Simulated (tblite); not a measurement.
Compound: C8H9O (doublet state).
SMILES with atom numbers: `[CH3:1][O:2][CH2:3][c:4]1[c:5][cH:6][cH:7][cH:8][cH:9]1` (hydrogens: H10, H11, H12 on C1; H13, H14 on C3; H15 on C6; H16 on C7; H17 on C8; H18 on C9)

Structure used (GFN2-xTB), in Å, numbered top down from 1:
```
atom  x, y, z in Å
C1     2.5551    0.7215   -0.1674
O2     2.1887   -0.2737    0.7553
C3     1.2823   -1.2163    0.2277
C4    -0.0912   -0.6439   -0.0359
C5    -0.8035   -0.8913   -1.1752
C6    -2.0409   -0.3934   -1.4536
C7    -2.6257    0.4435   -0.5044
C8    -1.9452    0.7290    0.6667
C9    -0.6938    0.1943    0.9074
H10    3.0520    0.2838   -1.0428
H11    1.6855    1.2960   -0.5086
H12    3.2472    1.3832    0.3497
H13    1.2122   -2.0019    0.9876
H14    1.6797   -1.6562   -0.6991
H15   -2.5577   -0.6244   -2.3730
H16   -3.6035    0.8633   -0.6914
H17   -2.3987    1.3765    1.4034
H18   -0.1514    0.4161    1.8154
```

Computed with GFN2-xTB (tblite): harmonic, unscaled wavenumbers at the GFN2-xTB geometry, gas phase. Against measured fundamentals such values can be off by several per cent, at times by over 20. One conformer, not necessarily the lowest. Open shells enter through the occupations alone, without spin polarisation, and single modes of such species can be off by tens of per cent.

Harmonic wavenumbers (cm⁻¹): 30.3, 87.7, 149.2, 203.5, 229.9, 351.8, 370.8, 415.6, 454.1, 564.9, 582.8, 632.4, 747.3, 802.2, 850.5, 891.4, 906.0, 940.1, 958.2, 988.5, 1072.1, 1101.6, 1124.8, 1136.7, 1147.3, 1160.6, 1204.8, 1219.3, 1250.9, 1283.4, 1315.6, 1406.0, 1409.1, 1438.6, 1448.1, 1470.0, 1491.8, 1525.7, 1612.8, 2869.6, 2897.2, 2922.3, 2940.5, 3028.9, 3063.8, 3069.6, 3075.2, 3083.0.

A = 3797, B = 1065, C = 970.9 MHz; mass 121.065 u (most abundant isotopes); point group C1, symmetry number 1; spin multiplicity 2.

Problem. Zero-point energy?

Solution. ½Σν̃ = 31463 cm⁻¹ = 89.96 kcal/mol.

Problem. Give the ideal-gas entropy at 298.15 K and 1 bar in the rigid-rotor, harmonic-oscillator model (classical rotation).

Solution. Translation 40.31, rotation 28.79, vibration 23.36, spin (R ln 2) 1.38: S = 93.8 cal/(mol K).

Problem. And Cp and H(298.15 K) − H(0)?

Solution. Cp = 33.78 cal/(mol K), of which vibrations give 25.83 (their classical limit is 48 R = 95.4); H(298.15 K) − H(0) = 6.02 kcal/mol without the zero-point energy, 3.65 from vibrations.

Problem. Which modes carry the vibrational entropy at 298.15 K?

Solution. 30.3 cm⁻¹: 5.81; 87.7 cm⁻¹: 3.71; 149.2 cm⁻¹: 2.68; 203.5 cm⁻¹: 2.10; 229.9 cm⁻¹: 1.88; 351.8 cm⁻¹: 1.16 cal/(mol K); the other 42 give 6.01 together.

Problem. What must be added to the electronic energy to get the Gibbs energy at 298.15 K and 1 bar?

Solution. ZPE + [H(298.15 K) − H(0)] − T·S = 89.96 + 6.02 − 27.98 = 68.00 kcal/mol.

Problem. How do the functions run with temperature in this model?

Solution. 
```csv
T (K),S (cal/(mol K)),Cp (cal/(mol K)),H − H(0) (kcal/mol),G − H(0) (kcal/mol),ln q(vib)
100,68.9,15.9,1.18,-5.70,1.61
200,82.4,24.3,3.18,-13.30,3.59
300,94.1,34.0,6.09,-22.13,5.63
500,116.0,52.6,14.82,-43.16,9.90
800,144.9,70.5,33.54,-82.42,16.43
1000,161.5,78.0,48.43,-113.10,20.61
```

q(vib) and H(0) count from the zero-point level.

Problem. Blend soft modes into free rotors: weight 1/[1 + (100 cm⁻¹/ν̃)⁴] for the oscillator and the rest for a rotor with moment μB/(μ + B), μ = h/(8π²ν), B = 10⁻⁴⁴ kg m². What vibrational entropy results?

Solution. 21.13 cal/(mol K) in place of 23.36, which changes −T·S at 298.15 K by +0.66 kcal/mol.

Hindered rotation and anharmonicity are outside this model. Other conformers, if any are populated, would add a mixing term that is left out. The structure is chiral; the term R ln 2 for an equal mix with its mirror image is left out.

Time: 0.47 s wall. Hardware: one thread of an Arm Neoverse V2, no GPU, on a shared host. This covers the Hessian and the dipole derivatives.
